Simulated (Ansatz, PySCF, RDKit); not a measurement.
Noncovalent pair: H5NSi (SMILES N[SiH3]) (first 7 atoms) with CH4 (SMILES C); geometry from B3LYP-D3(BJ)/def2-TZVP.
(charge 0, multiplicity 1):
```xyz
12

N      0.906    -0.379     0.206
Si    -0.652     0.326    -0.006
H      1.680    -0.066    -0.359
H      1.217    -0.647     1.127
H     -0.840     1.674     0.599
H     -0.886     0.454    -1.463
H     -1.662    -0.569     0.605
C      0.207    -0.099     3.734
H      1.258    -0.390     3.750
H      0.099     0.853     3.216
H     -0.379    -0.863     3.225
H     -0.151     0.004     4.757
```

Counterpoise-corrected where a basis set is named; no monomer relaxation. Rows marked so take none. RDKit's UFF carries no charges.

Rows in 3-21G, 6-31G* carry no dispersion term and start afresh at each structure (6-31G* with six Cartesian d functions).

Run with Ansatz (a quantum-chemistry and plane-wave program) with Gaussian orbitals; PySCF for 3-21G rows, 6-31G* rows, the dispersion terms; RDKit for the force fields. 

Task: One of these levels gives 3.0 kJ/mol for the interaction energy. Which one is it?
(A) HF/3-21G (no counterpoise)
(B) PBE-D4/def2-TZVPPD
(C) HF/6-31G*
(D) UFF

Result: C, HF/6-31G*. The others give -4.7 (UFF), -0.7 (HF/3-21G (no counterpoise)), -6.3 (PBE-D4/def2-TZVPPD)
